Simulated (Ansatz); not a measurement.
Start from `CO[SiH2]SC` and change one atom or group to get `CO[SiH](Cl)SC`.

Ansatz, PBE0-D4/def2-TZVP geometries, multiplicity 1. Each molecule was computed in one conformer, which needn't be the lowest.

| property | `CO[SiH2]SC` |
| --- | --- |
| HOMO–LUMO gap (ωB97M-V/def2-TZVPP) / eV | 11.42 |
| size of the dipole moment (B3LYP/def2-TZVPP) / D | 1.16 |
| HOMO–LUMO gap (B3LYP/def2-TZVPP) / eV | 6.98 |
| HOMO–LUMO gap (PBE/def2-TZVPP) / eV | 5.33 |
| size of the dipole moment (PBE/def2-TZVPP) / D | 1.21 |
| size of the dipole moment (ωB97M-V/def2-TZVPP) / D | 1.17 |

Question: Give the same properties after the change, and the shifts. (An estimate is asked.)

Answer: Computed: 
| property | `CO[SiH](Cl)SC` | shift |
| --- | --- | --- |
| HOMO–LUMO gap (ωB97M-V/def2-TZVPP) / eV | 11.19 | -0.23 |
| size of the dipole moment (B3LYP/def2-TZVPP) / D | 1.27 | 0.11 |
| HOMO–LUMO gap (B3LYP/def2-TZVPP) / eV | 6.68 | -0.30 |
| HOMO–LUMO gap (PBE/def2-TZVPP) / eV | 4.98 | -0.35 |
| size of the dipole moment (PBE/def2-TZVPP) / D | 1.18 | -0.03 |
| size of the dipole moment (ωB97M-V/def2-TZVPP) / D | 1.27 | 0.10 |

With PBE0 the HOMO falls by 0.12 eV and the LUMO falls by 0.45 eV, so the gap narrows by about 0.33 eV. PBE moves the HOMO by -0.10 eV and ωB97M-V by -0.11 eV. Dipoles are sizes alone; their direction can turn.

B3LYP here is the variant with VWN-RPA as its local correlation; programs differ in this.
